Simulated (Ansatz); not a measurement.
Cartesian coordinates in Å:
```
Cl -1.896 1.931 -0.662
Ga -1.097 0.523 0.752
Cl -0.038 1.331 2.440
Cl -2.225 -1.277 1.080
As 0.904 -0.431 -0.623
H 1.132 0.094 -2.013
H 2.290 -0.263 -0.065
H 0.931 -1.907 -0.909
```

Charge 0, multiplicity 1.

**Question.** List the PBE/def2-TZVPP orbital energies in eV (Ansatz). (An estimate is asked.)

**Answer.** Ansatz gave: Occupied: -11542.80, -10094.77, -2738.61, -2738.61, -2738.61, -1449.51, -1296.63, -1296.63, -1296.60, -1234.58, -1094.27, -1094.21, -1094.21, -249.17, -249.17, -249.17, -189.86, -189.86, -189.86, -189.71, -189.71, -189.71, -189.69, -189.69, -189.69, -185.07, -144.48, -133.46, -133.46, -133.36, -99.00, -98.87, -98.87, -42.96, -42.96, -42.87, -42.87, -42.84, -21.33, -21.33, -21.31, -20.95, -20.95, -19.94, -19.33, -19.33, -17.68, -11.73, -10.92, -10.91, -9.20, -9.13, -9.13, -7.65, -7.65, -7.52, -7.52, -7.44, -7.26. Lowest empty: -2.05, -1.66, -1.66, -0.90, -0.18, 1.31, 1.31, 3.00.
